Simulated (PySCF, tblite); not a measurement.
Structures optimised with GFN2-xTB, isolated species. One conformer each, none proved a minimum here. Atom numbers follow the mapped SMILES.

Question: Rank these C–C bonds from shortest to longest.
A. C4–C5 in `[SiH3:1][SiH2:2][CH:3]1[CH:4]=[CH:5]1` with Si1–Si2–C3–C4 -28°
B. C2–C3 in `[CH3:1]/[CH:2]=[CH:3]/[CH2:4][C:5]#[N:6]` with C2–C3–C4–C5 118°
C. C4–C5 in `[CH3:1][CH2:2][CH2:3][C@@H:4]1[CH2:5][C@H:6]1[O:7][CH3:8]` with C1–C2–C3–C4 -179°, C2–C3–C4–C5 152°, C5–C6–O7–C8 -82°

Answer: A (1.293 Å), B (1.322 Å), C (1.504 Å).

- 1.293 Å: drawn double, both ends alkene CH carbon, in a 3-membered ring
- 1.322 Å: drawn double, both ends alkene CH carbon
- 1.504 Å: drawn single, both ends three-membered-ring carbon, in a 3-membered ring

Question: Order these C–C–C angles, narrowest first.
A. C2–C4–C5 in `[CH3:1][C:2](=[O:3])/[CH:4]=[C:5](/[CH3:6])[O-:7]` (charge -1) with C1–C2–C4–C5 0°
B. C1–C2–C3 in `[CH3:1]/[CH:2]=[CH:3]/[CH2:4][C:5]#[N:6]` with C2–C3–C4–C5 118°
C. C3–C4–C5 in `[H]/[N:6]=[C:4](\[C:3]#[C:2][CH3:1])[CH3:5]`
D. C5–C4–C6 in `[CH2:1]=[C:2]=[CH:3][C:4]([CH3:5])([CH3:6])[F:7]` with C2–C3–C4–C5 19°
E. C4–C3–C5 in `[SiH3:1][SiH2:2][CH:3]1[CH:4]=[CH:5]1` with Si1–Si2–C3–C4 -28°

Answer: E (50.6°), D (112.0°), C (115.7°), B (124.3°), A (127.8°).

These are computed values.
